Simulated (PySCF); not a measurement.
Computed structure and properties of [La(OH)4]−

System: [La(OH)4]− (singlet); start: template (S4). Method: PySCF 2.14.0, RKS PBE0, La lcecp-1-SVP with ECP46, O def2-SVP, H def2-SVP; non-relativistic Hamiltonian with scalar-relativistic core potentials where named; density fitting; no spin-orbit coupling.

Input of the relaxation:

```python
mol = gto.M(atom='''
La     0.00000     0.00000    -0.00000
O      1.30070     1.30070     1.30070
H      2.06780     1.57280     1.82030
O     -1.30070    -1.30070     1.30070
H     -2.06780    -1.57280     1.82030
O      1.30070    -1.30070    -1.30070
H      1.57280    -2.06780    -1.82030
O     -1.30070     1.30070    -1.30070
H     -1.57280     2.06780    -1.82030''',
    basis={'La': 'lcecp-1-SVP', 'O': 'def2-SVP', 'H': 'def2-SVP'},
    ecp={'La': 'lcecp-1-SVP'},
    charge=-1, spin=0)
mf = dft.RKS(mol, xc='PBE0')
mf.grids.atom_grid = (50, 194)  # f atoms: unpruned, at least (60, 302)
mf = mf.density_fit()  # fitting sets: La AutoAux, O def2-universal-JKFIT, H def2-universal-JKFIT
mf.conv_tol = 1e-08; mf.max_cycle = 55
mf.kernel(dm0)  # dm0: converged density of the start geometry
# quasi-Newton relaxation in Cartesian coordinates to a largest gradient under 0.00045 Eh/bohr, steps kept in the point group
```

Run from Python with OMP_NUM_THREADS=2; the lines above give its settings. Where DIIS fails, smearing, a level shift and second-order steps follow.
It took 3.1 min on 2 threads of AMD EPYC 7R43 64-Core Processor (Zen 3), with other jobs on the host, from the converged density of the start.

Course of the relaxation:

```
step  energy above end (eV)  largest force component within the symmetry (eV/Å)
   0                 0.0333                                               0.390
   1                 0.0237                                               0.078
   2                 0.0227                                               0.046
   3                 0.0213                                               0.073
   4                 0.0201                                               0.107
   5                 0.0169                                               0.194
   6                 0.0137                                               0.175
   7                 0.0098                                               0.045
  12                 0.0009                                               0.016
  13                 0.0006                                               0.014
  14                 0.0004                                               0.010
  15                 0.0002                                               0.008
  16                 0.0000                                               0.007
  17                 0.0000                                               0.006
```
(The steps between are left out.)

Relaxed geometry (S4, nearly Td):

```xyz
9

La    0.0000    0.0000    0.0000
O     1.4227    1.1516    1.2926
H     1.9950    1.6849    1.8411
O    -1.4227   -1.1516    1.2926
H    -1.9950   -1.6849    1.8411
O     1.1516   -1.4227   -1.2926
H     1.6849   -1.9950   -1.8411
O    -1.1516    1.4227   -1.2926
H    -1.6849    1.9950   -1.8411
```

```
    contact      Å
La1–O2 (OH)  2.241
La1–O4 (OH)  2.241
La1–O6 (OH)  2.241
La1–O8 (OH)  2.241
```

On the finer grid (75, 302):

The HOMO is -2.40 eV, the LUMO is 3.70 eV and the dipole about the centre of mass is 0.00 D. The set of Mulliken populations of La1 outside the core potential is s 2.12, p 6.40, d 1.44, f 0.10. The D3(BJ) dispersion energy (not in the energies) is -0.122 eV.

```csv
atom,Mulliken (e),Löwdin (e),spin (e)
La1,0.93,0.51,0.00
O2,-0.61,-0.42,0.00
H3,0.13,0.04,0.00
O4,-0.61,-0.42,0.00
H5,0.13,0.04,0.00
O6,-0.61,-0.42,0.00
H7,0.13,0.04,0.00
O8,-0.61,-0.42,0.00
H9,0.13,0.04,0.00
```

The large-core potential holds the 4f shell empty.

On the grid (50, 194), as all that follows. Harmonic modes: a minimum; lowest 85 cm⁻¹ (negative: unstable), highest 4000 cm⁻¹, zero-point energy 1.242 eV.

Taking off one OH (charge -1, singlet; the rest: singlet) in vacuum, both parts rigid, costs 5.36 eV; the small basis without counterpoise inflates it.

Rigid scan of OH along the line from its metal:

(distance to O2 (Å), energy (eV)): (1.94, 0.928), (2.04, 0.356), (2.14, 0.078), (2.24, 0.000), (2.34, 0.058), (2.44, 0.203), (2.64, 0.633), (2.94, 1.370), (3.34, 2.247), (3.84, 3.079)

One start shape was tried, so this needn't be the lowest isomer.
